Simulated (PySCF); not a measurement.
## Ionisation energy of Ca⁶⁺ by level of theory

Ca⁶⁺ [Ne] 3s2 3p2 (3P) → Ca⁷⁺ [Ne] 3s2 3p1 (2P), as a difference of total energies. Computed with PySCF 2.14 in an even-tempered Gaussian basis (20 s from 0.19 bohr⁻², ratio 2.5; 13 p from 0.24 bohr⁻², ratio 2.5; 5 d from 1.9 bohr⁻², ratio 2.7; 5 f from 2.9 bohr⁻², ratio 2.7), with scalar relativity by spin-free X2C-1e. Correlated levels: outer shells: 1s2 frozen; virtual orbitals above 40 to 60 times the deepest correlated orbital energy dropped. The calculations carry no spin-orbit coupling.

```tsv
method	ionisation energy (eV)
UHF	126.42
MP2 (outer shells)	126.99
SCS-MP2 (outer shells)	126.86
CCSD (outer shells)	126.97
CCSD(T) (outer shells)	126.98
```

Problem. How much does correlation contribute at CCSD(T) (outer shells)?

Solution. 126.98 − (126.42) = 0.56 eV, measured against UHF.

The reference lies between the lowest fine-structure levels, while these numbers refer to the centres of the terms.

For comparison: 127.21 ± 0.25 eV (semi-empirical (NIST evaluation); NIST Atomic Spectra Database, ionization energies).
